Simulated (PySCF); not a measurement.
TDDFT excited states: C6H9NO

C6H9NO.
Structure used (GFN2-xTB), in Å, numbered top down from 1:
```xyz
17
C6H9NO angstrom
C      3.721    0.709   -0.829
C      2.695    0.115   -0.226
C      1.326    0.537   -0.372
C      0.301   -0.069    0.237
N     -1.016    0.326    0.097
C     -2.067   -0.291    0.722
C     -3.402    0.335    0.384
O     -1.925   -1.237    1.460
H      3.580    1.561   -1.475
H      4.733    0.370   -0.701
H      2.862   -0.739    0.417
H      1.144    1.390   -1.014
H      0.426   -0.921    0.889
H     -1.199    1.116   -0.506
H     -4.189   -0.190    0.917
H     -3.409    1.384    0.675
H     -3.587    0.267   -0.686
```

Method used: TDDFT CAM-B3LYP/def2-SVPD, vertical, gas phase, core orbitals frozen in the response in PySCF 2.14.0, density-fitted response routines.

**Question.** Predict the UV-vis stick spectrum at this level.

**Answer.** 

```tsv
state	E (eV)	λ (nm)	ν̃ (cm⁻¹)	f	|μ| (D)	symmetry	main configurations (H = HOMO, L = LUMO)
S1	5.13	241.8	41360	1.021	7.24	A′	H→L (97%)
S2	5.48	226.4	44170	0.0006	0.17	–	H-1→L (64%), H-1→L+4 (31%)
S3	5.61	220.9	45260	0.0003	0.11	–	H→L+1 (82%), H→L+2 (11%)
S4	6.33	196.0	51020	0.0000	0.04	–	H→L+3 (60%), H→L+2 (30%)
S5	6.51	190.6	52480	0.011	0.68	A″	H→L+2 (46%), H→L+3 (34%)
S6	6.68	185.7	53860	0.014	0.75	A′	H→L+4 (81%), H→L+6 (14%)
S7	6.85	180.9	55270	0.0014	0.23	–	H→L+6 (80%), H→L+4 (14%)
S8	7.23	171.5	58330	0.022	0.90	A″	H→L+5 (69%), H→L+8 (16%)
```

Triplets (Tamm–Dancoff): T1 2.98 eV, H→L (89%); T2 4.81 eV, H-2→L (34%), H→L+6 (27%), H→L+4 (24%); T3 5.04 eV, H-1→L (58%), H-1→L+4 (36%).

The lowest singlet comes at 242 nm (495 kJ/mol) in the ultraviolet; it is strong; its leading configuration is HOMO→LUMO (97%). The lowest level is also the most intense of those listed (f = 1.021). Löwdin shares by element: HOMO carbon 56% or more, nitrogen 15% (atoms not listed hold the other 29%); LUMO carbon 60% or more (atoms not listed hold the other 40%). The listed states span 2.10 eV, and the widest gap between neighbours is 0.71 eV (S3 to S4). Weighted by f, the mean energy of these states is 5.21 eV. The oscillator strengths of these states sum to 1.071; summed over the whole spectrum of an exact calculation they would give the number of electrons, 60 (Thomas–Reiche–Kuhn). No computed singlet lies in the visible range (380 to 750 nm); the lowest, at 242 nm, stands 1.87 eV above its violet end (3.26 eV); a Tamm–Dancoff triplet lies at 416 nm, without intensity as long as spin–orbit coupling is left out. Symmetry labels in Cs follow from the direction of the transition dipole and are given only for states with f of 0.002 or more. Singlets were solved by full linear response, triplets in the Tamm–Dancoff approximation.

Hardware: one thread of an Arm Neoverse V1, on a shared host. Cost: 54 s.

One conformer stands for the species.
